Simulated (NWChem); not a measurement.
Species: CHBrClF; SMILES F[C@@H](Cl)Br

This build's default masses of Se (78.918 u) and Br (79.917 u) are each other's, which moves their modes by up to 0.6 %.

Question: Give the equilibrium geometry at B3LYP/6-31G* (spherical d) (NWChem) as an XYZ file, with the point group.

Answer: point group C1; any orientation.
```
5

F      1.6429     0.7866    -0.1848
C      0.4646     0.5774     0.4240
Cl    -0.6936     1.8436    -0.0620
Br    -0.1804    -1.2262    -0.0266
H      0.5820     0.6123     1.5050
```
